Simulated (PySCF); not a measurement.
**Pt(2+) (platinum, charge +2): UHF calculation**

Configuration: [Xe] 4f14 5d8, high-spin 3F determinant. Calculation: PySCF 2.14, in cc-pVDZ-PP with ECP60MDF; scalar relativity through the core potential.

| Item | Value |
| --- | --- |
| Total energy | -117.614067 hartree |
| One-electron energy | -195.6097 hartree |
| Hartree (Coulomb) energy | 88.3887 hartree |
| Exchange energy | -10.3931 hartree |
| ⟨S²⟩ | 2.0028 |
| ⟨L²⟩ | 12.032 |
| Sum of ⟨r⟩ | 21.23 bohr |
| Sum of ⟨r²⟩ | 32.94 bohr² |
| Time after the integrals | 0.12 s of wall time on 1 thread of Neoverse-V2 (shared host) |

```csv
shell,electrons,mean orbital energy (eV),spread (eV),"rms radius, mean of both spins (bohr)"
5s α,1,-141.96,0,1.03
5s β,1,-138.80,0,1.03
5p α,3,-92.428,0,1.19
5p β,3,-88.098,0,1.19
5d α,5,-32.624,1.072,1.67
5d β,3,-30.873,0,1.67
```

Energies and moments cover only the electrons outside the core potential. Spin-orbit coupling, absent here, splits the open shell strongly.
